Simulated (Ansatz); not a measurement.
`CB[SiH](O)[SiH3]` + H₂Te → `CB[TeH]` + `O[SiH2][SiH3]`  (cleavage of the B–Si bond)

Calculated with Ansatz (gas phase, PBE0-D4/def2-TZVP geometries, no zero-point term in ΔE). CBS: MP2 limit from def2 TZ/QZ plus the TZ coupled-cluster correction, frozen cores. DFT in def2-TZVPP. Elements past krypton have def2 core potentials. For Te outer-core shells are correlated without core-valence functions, which leaves a few kJ/mol of doubt a bond. One conformer a species, not always the lowest.

```json
{"level": "B2PLYP", "ΔE (kcal/mol)": "-23.2"}
{"level": "HF/def2-TZVPP", "ΔE (kcal/mol)": "-22.5"}
{"level": "MP2/def2-TZVPP", "ΔE (kcal/mol)": "-25.4"}
{"level": "SCS-MP2/def2-TZVPP", "ΔE (kcal/mol)": "-24.5"}
{"level": "CCSD/def2-TZVPP", "ΔE (kcal/mol)": "-22.4"}
{"level": "HF/def2-QZVPP", "ΔE (kcal/mol)": "-22.6"}
{"level": "MP2/def2-QZVPP", "ΔE (kcal/mol)": "-25.9"}
{"level": "MP2/CBS(def2)", "ΔE (kcal/mol)": "-26.2"}
```

Q: What does CCSD(T)/CBS give? (Estimate.)

A: Ansatz gave: -23.6 kcal/mol. The listed levels differ from it by 0.4, 1.1, -1.8, -0.9, 1.2, 1.0, -2.3, -2.6 kcal/mol.

Largest T1 diagnostic among the species: 0.013.
